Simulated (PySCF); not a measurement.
# Zn²⁺: excitation energy

Zn²⁺ [Ar] 3d10 (1S) → Zn²⁺ [Ar] 3d9 4p1 (high-spin determinant), as a difference of total energies. Computed with PySCF 2.14 in dyall-av2z (16s12p7d2f, 101 functions), with no relativity, point nucleus. Correlated levels: valence: [Ar] frozen; virtual orbitals above 40 to 60 times the deepest correlated orbital energy dropped. The calculations carry no spin-orbit coupling.

| method | excitation energy (eV) |
| --- | --- |
| UHF | 15.883 |
| LDA | 17.956 |
| PBE | 17.407 |
| PBE0 | 17.259 |
| r2SCAN | 17.128 |
| r2SCAN0 | 17.058 |
| PBEsol | 17.584 |
| CAM-B3LYP | 17.379 |
| B2PLYP | 17.483 |
| MP2 (valence) | 18.144 |
| SCS-MP2 (valence) | 17.920 |

Q: How much does correlation contribute at MP2 (valence)?

A: 18.144 − (15.883) = 2.261 eV, measured against UHF.

A first-order spin-orbit estimate (lowest level to lowest level, LS coupling) adds -0.091 eV.

The determinant of the upper state mixes LS terms, which raises its energy above the lowest term, most at the Hartree-Fock and MP2 levels.
